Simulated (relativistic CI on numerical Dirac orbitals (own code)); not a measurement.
## Ti²⁺: M2,3 absorption edge

Computed with this model: Dirac-Coulomb-Breit CI, orbitals from a KLI potential per configuration, model QED (radiative potential, 1s self-energy scaled to tabulated hydrogen-like ionisation energies), valence Slater integrals scaled by 0.7, multiplet model of core-to-valence dipole absorption; configurations [Ar] 3d2 → [Ne] 3s2 3p5 3d3; 300 K; Lorentzian 0.48 eV and Gaussian 0.3 eV FWHM. Energies are those of the free ion, without screening or charge transfer. The branching ratio is the share of the lower-energy edge in the whole absorption, uncertain by about 0.02 where the edges overlap. S is read from ⟨S²⟩ = S(S + 1).

Field parameters in Wybourne normalisation: Oh B⁴₀ = 21Dq, B⁴₄ = √(5/14) B⁴₀. The field is a parameter set, without covalency.

Peaks in eV (height, largest 100): 38.0 (9), 40.6 (60), 43.1 (17), 44.6 (100), 46.8 (51).

**Question.** Which surroundings give this spectrum?
A. Oh, 10Dq = 11400 cm⁻¹
B. Oh, 10Dq = 15500 cm⁻¹
C. Oh, 10Dq = 3250 cm⁻¹
D. Oh, 10Dq = 19600 cm⁻¹

**Answer.** C. Oh, 10Dq = 3250 cm⁻¹, where the ground state has S = 1.00.
